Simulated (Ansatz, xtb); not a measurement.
**A geometry optimisation of CH2B2ClF2 with r2SCAN-D4/def2-SVP**

The starting geometry of this gas-phase doublet was built from a drawn formula by distance geometry and a force field; its bonds are those of `B[C@](F)(Cl)[B]F`.

```json
{"atom": "C", "x (Å)": "-0.7237", "y (Å)": "-0.8235", "z (Å)": "2.6324"}
{"atom": "B", "x (Å)": "-1.8912", "y (Å)": "-1.5565", "z (Å)": "1.8287"}
{"atom": "B", "x (Å)": "0.6828", "y (Å)": "-1.3621", "z (Å)": "2.0875"}
{"atom": "Cl", "x (Å)": "-0.8681", "y (Å)": "0.8864", "z (Å)": "2.3998"}
{"atom": "F", "x (Å)": "-0.8132", "y (Å)": "-1.1765", "z (Å)": "3.9382"}
{"atom": "F", "x (Å)": "1.0780", "y (Å)": "-1.1150", "z (Å)": "0.7001"}
{"atom": "H", "x (Å)": "-2.7112", "y (Å)": "-2.2127", "z (Å)": "2.3698"}
{"atom": "H", "x (Å)": "-2.0711", "y (Å)": "-1.3559", "z (Å)": "0.6620"}
```

Problem. Predict what becomes of its bonds when it is optimised with r2SCAN-D4/def2-SVP.

Solution. It rearranges to `FB[C](F)BCl`. Contacts that open: C1–Cl4 (1.73 → 2.86 Å), B2–H8 (1.20 → 3.13 Å). Contacts that close: B2–Cl4 (2.71 → 1.75 Å), B3–H8 (3.10 → 1.21 Å).

The energy falls by 3.41 eV over 42 steps:

| step | E − E(last) (eV) |
| --- | --- |
| 1 | 3.410 |
| 6 | 2.633 |
| 10 | 2.512 |
| 15 | 2.418 |
| 19 | 2.274 |
| 24 | 1.473 |
| 28 | 1.077 |
| 33 | 0.443 |
| 37 | 0.075 |
| 42 | 0.000 |

Final geometry (Å):

```xyz
8

C    -0.6600   -0.9618    2.4163
B    -2.1739   -0.6600    2.4001
B     0.1517   -1.7146    1.3172
Cl   -2.9100    0.2099    3.7275
F     0.0495   -0.5436    3.4683
F     1.4531   -1.8843    1.4921
H    -2.8579   -1.0180    1.4788
H    -0.3703   -2.1434    0.3181
```

From the same start GFN2-xTB ends elsewhere, differing in C1–Cl4 (1.86 against 2.86 Å here), B2–Cl4 (2.90 against 1.75 Å here), B2–H8 (1.16 against 3.13 Å here), B3–Cl4 (2.02 against 4.35 Å here), B3–H8 (3.10 against 1.21 Å here).

No frequencies were run, so the end isn't proven a minimum. Open shells are spin-unrestricted. Run with Ansatz 0.2.0, 2.7 min on 2 threads of Intel(R) Xeon(R) Platinum 8488C (Sapphire Rapids) (shared host).
